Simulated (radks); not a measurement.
Values are calculated unless marked as measured or tabulated.
Problem. The ruthenium ion Ru7+ is in [Kr] 4d1. Code: a radial shooting solver on a logarithmic mesh with Libxc functionals. Model: scalar-relativistic Kohn-Sham, BLYP, spin-polarised, spherical densities, finite nucleus; Fermi nuclear charge, rms radius of each element as measured or else 0.836 A^(1/3) + 0.57 fm. Open shells are filled with parallel spins first. One electron is removed from 3d, 4p, 4s, 4d in turn, with full relaxation. Which removal costs least, and what does each cost?

Solution. 4d 110.97 eV; 4p 158.75 eV; 4s 191.33 eV; 3d 408.42 eV. The 4d electron leaves first.
